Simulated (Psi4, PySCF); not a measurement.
The PySCF input:
```python
from pyscf import gto, scf, dft

mol = gto.Mole()
mol.atom = '''
    O    -0.032196    0.016113    0.669787
    C     0.025023   -0.012524   -0.520575
    H     0.029493    0.899659   -1.140880
    H     0.077933   -0.953423   -1.093972
'''
mol.basis = '6-31g*'
mol.charge = 0
mol.spin = 0
mol.verbose = 3
mol.build()

mf = dft.RKS(mol)
mf.xc = 'pbe0'
mf.grids.atom_grid = (99, 590)
mf.grids.prune = None
mf.kernel()
```

**Question.** Write the same job for Psi4.

**Answer.** One answer among several that fit: 
```
memory 2 GB

molecule mol {
0 1
O    -0.032196    0.016113    0.669787
C     0.025023   -0.012524   -0.520575
H     0.029493    0.899659   -1.140880
H     0.077933   -0.953423   -1.093972
}

set {
  basis 6-31g*
  reference rks
  scf_type pk
  puream true
  d_convergence 1e-8
  dft_radial_points 99
  dft_spherical_points 590
}

energy('pbe0')
print_variables()
```

Both were run: PySCF gave -114.366067 Eh and Psi4 -114.366067 Eh, 0.000 mEh apart.
